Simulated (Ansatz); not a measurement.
This geometry of C₂H₆AlIO (11 atoms, charge 0, multiplicity 1) is a first-order saddle point.

These are results of RKS PBE-D4/def2-SVP (Ansatz 0.2.0), not measurements.

```xyz
11
Properties=species:S:1:pos:R:3
C -1.719 -0.248 0.597
Al 0.131 0.301 0.952
C 1.506 -0.170 -0.425
O 1.241 -1.091 -1.417
I 1.006 2.057 -1.100
H -1.855 -0.593 -0.448
H -2.435 0.580 0.780
H -2.018 -1.084 1.266
H 0.678 0.908 2.329
H 2.604 -0.035 -0.272
H 0.926 -0.684 -2.242
```

**Question.** Which two structures does it join? (They come from a converged band through this point; their orientation in space is the band's.)

**Answer.** No bond is made or broken. The dihedral Al2–C3–O4–H11 goes from -6 to 169°.

First end point:

```xyz
11
Properties=species:S:1:pos:R:3
C -1.611 -0.156 0.283
Al 0.153 0.513 0.888
C 1.567 -0.310 -0.303
O 1.291 -1.056 -1.356
I 1.117 2.365 -0.768
H -1.674 -0.375 -0.806
H -2.400 0.602 0.477
H -1.912 -1.076 0.830
H 0.549 0.811 2.406
H 2.668 -0.172 -0.239
H 0.317 -1.203 -1.391
```

Last end point:

```xyz
11
Properties=species:S:1:pos:R:3
C -1.845 -0.056 0.465
Al 0.017 0.419 0.871
C 1.432 -0.350 -0.348
O 1.134 -1.146 -1.367
I 1.003 2.208 -0.914
H -1.993 -0.253 -0.616
H -2.542 0.757 0.757
H -2.159 -0.966 1.021
H 0.594 0.779 2.322
H 2.521 -0.164 -0.211
H 1.902 -1.285 -1.961
```

**Question.** How far does it lie above each of them?

**Answer.** 62.8 kJ/mol above the first and 51.0 kJ/mol above the second. This is the barrier of this one path; another mechanism may lie lower.

The run took 2.5 min on 2 threads of Arm Neoverse V1 (shared host), peak memory 0.16 GiB.
